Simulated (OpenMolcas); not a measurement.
## Potential curves of SbH⁺: spin-free states

Calculated with OpenMolcas 26.06: state-averaged CASSCF(3,4) over Sb 5p, H 1s, XMS-CASPT2 (IPEA 0.25, imaginary shift 0.2 hartree), scalar X2C, ANO-RCC-VTZP, then RASSI spin–orbit state interaction with atomic mean-field integrals. C2 symmetry about the axis (a holds Σ, Δ, Γ; b holds Π, Φ, H; Σ⁺ and Σ⁻ are not told apart); roots by multiplicity and irrep: 2b 2, 4a 1, 2a 5.

XMS-CASPT2 energies in eV from the lowest point. Curves are followed by energy order within each symmetry, so they are adiabatic and may change character at avoided crossings; Σ⁺ and Σ⁻ are counted together.

```tsv
R (Å)	(1)2Π	(1)4Σ	(1)2Σ	(1)2Δ	(2)2Σ	(3)2Σ
1.479	0.530	2.654	3.928	3.852	4.902	7.324
1.565	0.189	2.321	3.425	3.479	4.481	6.554
1.643	0.036	2.145	3.128	3.299	4.243	6.038
1.720	0.000	2.035	2.937	3.206	4.092	5.659
1.806	0.061	1.945	2.792	3.144	3.974	5.358
1.892	0.176	1.934	2.691	3.102	3.882	5.149
2.012	0.421	1.999	2.598	3.087	3.778	4.963
2.167	0.795	2.096	2.533	3.119	3.674	4.843
2.408	1.348	2.243	2.506	3.183	3.561	4.791
2.752	1.986	2.427	2.541	3.313	3.471	4.821
3.268	2.437	2.607	2.623	3.474	3.421	4.898
3.956	2.625	2.703	2.689	3.555	3.425	4.964
```

Only roots inside an energy window near the equilibrium distance were included, so the list of states is not complete; labels number the states computed. Each spin and symmetry block has orbitals of its own, averaged over its own roots, so gaps between blocks are less sure than gaps within one and near the minimum can be off by tenths of an eV, in bad cases by more. No Rydberg orbitals are active, so Rydberg states, and σ→σ* states whose orbital the CASSCF left unused, can be missing between those listed. CASPT2 splits the two components of degenerate states numerically, here by up to 6 cm⁻¹. At stretched bonds a block can hold a wrong CASSCF solution and miss its lowest state; points past a visible jump are left out. No roots were computed in block 4b (none fell in the window or the block failed), so states of that kind are missing and can lie low or lowest. Points that failed a check (symmetry, reference weights, a jump) are left out.
